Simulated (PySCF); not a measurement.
Al(GeH3)(H)(OMe) (CH₇AlGeO), SMILES C[O][AlH][GeH3].

The structure is a stationary point at B3LYP-D3(BJ)/def2-SVP. The structure was generated by enumeration; whether it is a known compound was not checked. Other conformers were not sampled.

Method: PySCF 2.14.0 with TDDFT-ωB97X/def2-SVPD.

Vertical excitations. Isolated molecule, no solvent.

Give excitation energies, oscillator strengths and character. (Estimate from the structure and the level; the computed values follow.)


```tsv
state	energy (eV)	λ (nm)	f	main pairs
S1	4.96	250	0.008	HOMO→LUMO 97 %
S2	6.35	195	0.024	HOMO→LUMO+1 45 %, HOMO→LUMO+2 36 %, HOMO−1→LUMO 9 %
S3	6.60	188	0.002	HOMO−2→LUMO 93 %
S4	6.72	184	0.117	HOMO−1→LUMO 85 %
S5	6.91	179	0.291	HOMO→LUMO+2 51 %, HOMO→LUMO+1 40 %
S6	7.39	168	0.000	HOMO−1→LUMO+1 60 %, HOMO−1→LUMO+2 15 %
S7	7.67	162	0.010	HOMO→LUMO+4 55 %, HOMO−3→LUMO 28 %
S8	7.71	161	0.038	HOMO−3→LUMO 53 %, HOMO→LUMO+4 18 %
S9	7.72	161	0.067	HOMO→LUMO+3 27 %, HOMO−2→LUMO+1 20 %, HOMO−4→LUMO 18 %, HOMO−2→LUMO+2 7 %
S10	7.83	158	0.093	HOMO−2→LUMO+1 32 %, HOMO→LUMO+3 16 %, HOMO→LUMO+6 14 %, HOMO→LUMO+5 11 %
T1	4.44	279	0	HOMO→LUMO 95 %
T2	5.82	213	0	HOMO→LUMO+2 55 %, HOMO→LUMO+1 28 %
T3	6.03	206	0	HOMO−1→LUMO 92 %
T4	6.08	204	0	HOMO→LUMO+1 43 %, HOMO→LUMO+2 23 %, HOMO→LUMO+3 11 %, HOMO→LUMO+5 7 %
```
Triplets are in the Tamm–Dancoff approximation, which puts them higher than full response would, so one can lie above its singlet here.
